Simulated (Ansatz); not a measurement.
The first iterations of a band of Cl2H2Sn (5 atoms, charge 0, multiplicity 1).

Method: Ansatz 0.2.0, RKS PBE/def2-SVP.

```
movable images  : 5
climbing image  : yes
spring          : 5.0 eV/Å²
optimiser       : quadratic models (default)
start path      : straight line
force threshold : 0.05 eV/Å
iteration limit : 60
end points      : relaxed
```

First end point:

```xyz
5
Properties=species:S:1:pos:R:3
Sn 0.192 0.041 0.317
H -0.005 -0.076 2.022
Cl 2.513 -0.024 -0.141
H -0.461 1.407 -0.501
Cl -0.763 -1.895 -0.651
```

Last end point:

```xyz
5
Properties=species:S:1:pos:R:3
Sn -0.935 0.540 0.099
H 1.643 -0.694 1.980
Cl 1.916 0.171 1.048
H -0.064 1.180 -1.353
Cl -1.083 -1.743 -0.729
```

| iteration | highest image above the first end (eV) | largest band force component (eV/Å) |
| --- | --- | --- |
| 1 | 2.627 | 4.354 |
| 2 | 1.707 | 1.702 |

Problem. Does the band converge within its limit, and where does its top end?

Solution. The forces met the threshold. It ended after 7 iterations with the highest image 1.512 eV above the first end. Another band between the same ends (5 images) ends at a top of the same energy, where a vibrational analysis finds 1 clearly imaginary mode. The orbitals stay closed-shell, which can raise the energy where a bond breaks towards radicals; this wasn't checked here.

The run took 77 s on 1 thread of Arm Neoverse V1, on a shared host, peak memory 0.12 GiB.
